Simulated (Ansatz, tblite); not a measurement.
Cost and result up the ladder for the cluster Zn₅Te₄ (the lowest singlet isomer of a short search) (9 atoms). The state is a singlet with charge 0. Geometry: PBE-D4/def2-SVP.

Cartesian coordinates in Å:
```
Zn -2.6706 0.5306 0.6884
Zn -1.0910 -1.6612 -0.5008
Zn -0.0332 1.8782 0.6820
Zn 4.3834 -0.7945 -0.7859
Zn 1.7893 -0.3728 -0.4944
Te -3.2862 -0.8000 -1.3192
Te 1.0325 -2.5920 0.3988
Te -1.6590 1.8002 2.5724
Te 1.5347 2.0115 -1.2414
```

Ansatz on 4 threads of Intel Xeon on a shared host; xTB runs through tblite on one thread. Times are rough, summed over both states, and most runs start from the orbitals of an earlier one. PBE0-D4/def2-SVP serves as the yardstick here, not as an exact answer. The other state is a triplet at its own geometry, which has other bonds, so the gap mixes isomer and spin.

In the def2 sets Te takes a core potential; there is no spin–orbit coupling. The xTB rows come from tblite. HOMO above LUMO, or a gap near zero within one spin, warns that the state may not be the lowest or that an electron is smeared out. The structure comes from a short search, and lower isomers may exist.

xTB has no spin-polarisation term.

```tsv
level	functions	wall time
GFN1-xTB	56	0.055 s
GFN2-xTB	56	0.25 s
PBE-D4/def2-SVP	259	40 s
r2SCAN-D4/def2-SVP (with forces)	259	2 min
PBE0-D4/def2-SVP	259	2.9 min
```

Estimate what each level gives for the triplet − singlet (eV).


```tsv
level	triplet − singlet (eV)	difference from PBE0-D4/def2-SVP (eV)	remarks
GFN1-xTB	2.34	0.31	–
GFN2-xTB	1.70	-0.32	–
PBE-D4/def2-SVP	1.51	-0.51	gap within one spin near zero (triplet)
r2SCAN-D4/def2-SVP (with forces)	1.65	-0.38	gap within one spin near zero (triplet)
PBE0-D4/def2-SVP	2.02	0.00	–
```
